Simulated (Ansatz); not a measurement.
# quartet V: levels of theory in one basis

A single V atom.

Basis set: cc-pVTZ (spherical functions). Correlated methods keep 5 orbitals frozen. Correlation on ROHF uses semicanonical orbitals with singles. Charge 0, multiplicity 4.

Computed with Ansatz (development build ahead of 0.2.0); each method stands on the lowest determinant of its kind that the runs found.

```
      method  E − E(ROHF) (eV)  <S²> of the determinant
        ROHF              0.00                     3.75
         UHF             -0.17                     3.76
    ROHF-MP2             -9.62                        –
     UHF-MP2             -9.59                     3.76
   ROHF-CCSD            -10.27                        –
    UHF-CCSD            -10.28                     3.76
ROHF-CCSD(T)            -10.58                        –
 UHF-CCSD(T)            -10.59                     3.76
```

Is a single determinant a sound starting point here?

By this sign, yes. Unrestricted orbitals gain 0.17 eV and <S²> is 3.76 against 3.75 for a pure state.
